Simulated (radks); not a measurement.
Question: The mean radii <r> (bohr) of the occupied orbitals of an atom or ion are listed with their occupations. Method: scalar-relativistic Kohn-Sham, MS2 meta-GGA, spin-polarised, spherical densities, finite nucleus; meta-GGA in the generalised Kohn-Sham scheme; Fermi nuclear charge, rms radius of each element as measured or else 0.836 A^(1/3) + 0.57 fm; computed with a radial shooting solver on a logarithmic mesh with Libxc functionals.

orbital  occ.     <r>
1s up       1  0.3761

Name the element and its charge. Open shells, if any, are filled with parallel spins first.

Answer: Z = 4, beryllium, charge +3: Be3+ in 1s1. The 1s radius gives Z: for a bare nucleus <r> = (2 gamma + 1)/(2Z) with gamma = sqrt(1 - (Z/c)^2), 0.3749 bohr for Z = 4, and the self-interaction of the functional makes it slightly larger (0.3761 here). The occupations add up to 1, and the charge is Z minus that.
